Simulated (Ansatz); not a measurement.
Geometry optimisation, Ansatz, RKS BHLYP-D4/def2-SVP.

Input file:

```yaml
crystal:
  periodic: [false, false, false]
  atoms:
    - { symbol: W, position_ang: [0.0, 0.0, 0.0] }
    - { symbol: H, position_ang: [0.0, 0.0, 2.07] }
    - { symbol: F, position_ang: [1.85, 0.0, 0.0] }
    - { symbol: Cl, position_ang: [0.0, 2.39, 0.0] }
    - { symbol: F, position_ang: [-1.85, 0.0, 0.0] }
    - { symbol: F, position_ang: [0.0, -1.85, 0.0] }
    - { symbol: Cl, position_ang: [0.0, 0.0, -2.39] }
    - { symbol: Cl, position_ang: [1.7678, 1.8416, 0.8482] }
    - { symbol: H, position_ang: [0.7133, 0.743, 2.0759] }
basis:
  gaussian: { orbitals: def2-SVP }
hamiltonian:
  xc: { name: BHLYP }
  dispersion: d4
relax:
  f_tol: 0.15
  max_steps: 25
  restrain:
    - { distance: [0, 7], at: 2.39, k: 30.0 }
    - { distance: [8, 1], at: 0.66, k: 30.0 }
    - { distance: [0, 1], at: 2.92, k: 30.0 }
    - { distance: [8, 7], at: 2.57, k: 30.0 }
output:
  orbitals: {}
```

Launched with:

```bash
$ ansatz run input.yaml --threads 4 --pin off --max-ram 5120MiB --backend cpu --events-out ev --progress --plain --runs-dir out
```

Problem. Where does it end, and by what steps?

Solution. It converged. The restraints hold the end off the free minimum; the threshold counts their pulls, which the force column leaves out. Restrained pairs: W1–Cl8 (2.69 → 2.35 Å), H2–H9 (1.03 → 0.71 Å), W1–H2 (2.07 → 2.94 Å), Cl8–H9 (1.96 → 2.58 Å). After 20 steps the energy has fallen by 7.878 eV (the restraints' own energy left out); H9 moved furthest, 1.34 Å.

```tsv
step	energy less start (eV)	largest force component (eV/Å)	accepted
0	0.0000	7.543	yes
1	-1.5685	6.440	yes
2	-2.0196	4.611	yes
3	-2.5633	3.311	yes
4	-3.1865	2.798	yes
5	-4.1020	3.516	yes
6	-5.4324	2.735	yes
7	-6.1734	1.349	yes
8	-6.6271	0.813	yes
9	-6.8854	1.110	yes
10	-7.1455	1.099	yes
11	-7.3264	0.816	yes
12	-7.4206	1.016	yes
13	-7.4833	0.923	yes
14	-7.5529	1.006	yes
15	-7.6340	0.866	yes
16	-7.7177	0.909	yes
17	-7.7988	1.123	yes
18	-7.8412	1.258	yes
19	-7.8878	1.008	yes
20	-7.8779	1.259	yes
```

```xyz
9
Properties=species:S:1:pos:R:3
W 0.376 0.503 -0.355
H -0.252 -0.512 2.331
F 1.982 0.407 -1.243
Cl -0.047 2.515 -1.320
F -1.226 0.571 0.536
F 0.757 -1.132 0.404
Cl -0.635 -0.627 -2.058
Cl 1.459 1.537 1.461
H 0.066 -0.137 2.847
```

The run took 88 s on 4 threads of AMD EPYC 7B13 (Zen 3) (shared host), peak memory 0.46 GiB.
